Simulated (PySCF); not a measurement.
## Basis and Hamiltonian dependence of the excitation energy of Ta²⁺

Ta²⁺ [Xe] 4f14 5d3 (4F) → Ta²⁺ [Xe] 4f14 5d2 6s1, s spin flipped. All values are computed (PySCF 2.14, energy differences of UHF-based or UKS calculations, no spin-orbit coupling). Values in eV.

| basis | Hamiltonian | functions | UHF | LDA | PBE0 | MP2 (valence) |
| --- | --- | --- | --- | --- | --- | --- |
| aug-cc-pVDZ-PP with ECP60MDF | ECP | 54 | 1.909 | 1.488 | 1.868 | 1.692 |
| aug-cc-pwCVDZ-PP with ECP60MDF | ECP | 70 | 1.839 | n/a | 1.831 | 1.644 |
| def2-QZVPPD with the def2 core potential (60 electrons) | ECP | 84 | 1.798 | 1.385 | 1.765 | 1.574 |
| aug-cc-pVTZ-PP with one added diffuse shell each of s, p, d, f, g type with ECP60MDF | ECP | 113 | 1.825 | 1.428 | 1.806 | 1.580 |
| x2c-TZVPPall with one added diffuse shell each of s, p, d, f type | spin-free X2C | 113 | 1.792 | 1.336 | 1.663 | 1.561 |
| x2c-QZVPPall | spin-free X2C | 144 | 1.823 | n/a | n/a | n/a |

Frozen in the all-electron rows: valence: [Xe] 4f14; with a core potential, the same shells as far as they lie outside it.

In the upper determinant the s electron has its spin opposite to the other open shell, which mixes two multiplicities.
